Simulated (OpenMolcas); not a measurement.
K: effect of the basis set

| Property | Result |
| --- | --- |
| Program | OpenMolcas 26.06 |
| Method | CASSCF |
| Active space | 1 electron in 4 orbitals (4s 4p) |
| State averaging | 2S+1 = 2 even, 1 root; 2S+1 = 2 odd, 3 roots |
| Spin-orbit coupling | state interaction with AMFI integrals over the reference wave functions, term energies averaged over their components |

A. ANO-R1 [4s3p1d], X2C, finite nucleus; cost roughly 4 core-seconds
B. ANO-RCC-VDZP [5s4p1d], DKH2, point nucleus; cost roughly 8 core-seconds
C. ANO-R2 [5s4p2d1f], X2C, finite nucleus; cost of the order of 7 core-seconds
D. ANO-RCC-VTZP [6s5p2d1f], DKH2, point nucleus; cost roughly 5 core-seconds
E. ANO-R3 [6s5p3d2f1g], X2C, finite nucleus; cost roughly 4 core-seconds
F. ANO-RCC-VQZP [7s6p3d2f1g], DKH2, point nucleus; cost roughly 10 core-seconds

Energies in cm-1 above 4s 2S 1/2, the measured ground level; measured values from NIST Handbook of Basic Atomic Spectroscopic Data.

```tsv
Level	A	B	C	D	E	F	Measured
4s 2S 1/2	0.0	0.0	0.0	0.0	0.0	0.0	0.0
4p 2P* 1/2	21605	11537	21574	11499	21574	11496	12985
4p 2P* 3/2	21730	11576	21683	11536	21683	11531	13043
```

Deviations, from unrounded energies. A percentage is the sum of absolute deviations over the sum of measured energies, with the sign that they share, or ± where signs differ.

| Against measurement | Levels | A | B | C | D | E | F |
| --- | --- | --- | --- | --- | --- | --- | --- |
| mean absolute deviation (cm-1) | 2 | 8700 | 1500 | 8600 | 1500 | 8600 | 1500 |
| other configurations (%) | 2 | +66.5 | -11.2 | +66.2 | -11.5 | +66.2 | -11.5 |

B, D, F lie about equally close to measurement and A furthest from it. The largest miss of B in the table is 4p 2P* 3/2, by -1500 cm-1. The ranking rests on the paired levels alone, and a cruder setting can come out closer through cancelling errors.

Among A to F the level of the table that moves most is 4p 2P* 3/2, by 10000 cm-1 (lowest in F, highest in A).

ANO sets are built for ground and valence states and can reach diffuse excited orbitals poorly. With one active electron the reference holds no correlation, so core polarisation is missing. The ANO-R sets hold no well-fitted valence p shell for this element, so s → p excitations can come out far too high (holds for A; C; E). Measured partners are found by configuration, term and J. A level has none where our copy of the source lacks it or the pairing is in doubt (some pairs that miss far off the trend of their configuration count as doubtful), and it then counts in no deviation. Only configurations of the active space appear.

* marks odd parity.
